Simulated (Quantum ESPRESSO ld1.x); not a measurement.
Task: The table gives one normalised radial function P(r) = r R(r) of Zn in [Ar] 3d10 4s2 (r in bohr). Calculated with ld1.x of Quantum ESPRESSO 7.5: scalar-relativistic Kohn-Sham, revPBE, spin-unpolarised, spherical densities, point nucleus.

r	P
0.007512	0.0432
0.009841	0.0705
0.01302	0.1162
0.01706	0.1859
0.02234	0.2925
0.02956	0.4571
0.03873	0.6824
0.05073	0.9806
0.06713	1.3556
0.08793	1.7369
0.1152	2.0526
0.1509	2.1885
0.1996	2.0369
0.2615	1.6053
0.3426	1.0265
0.4533	0.4896
0.5938	0.1711
0.7779	0.0394
1.029	0.0049
1.348	0.0003
1.766	0.0000
2.314	0.0000
3.061	0.0000
4.01	0.0000
5.253	0.0000
6.95	0.0000
9.105	0.0000

Which n and l does it have? It may be an empty orbital.

Result: n = 2, l = 1: the number of nodes gives n - l - 1 = 0, the rise at small r (about r^(l+1)) gives l, and the extent must fit the shell. The curve is that of 2p. 2p: eigenvalue -1003.9 eV, 0 radial nodes, <r> = 0.198 bohr, 90 % of the charge inside 0.324 bohr.
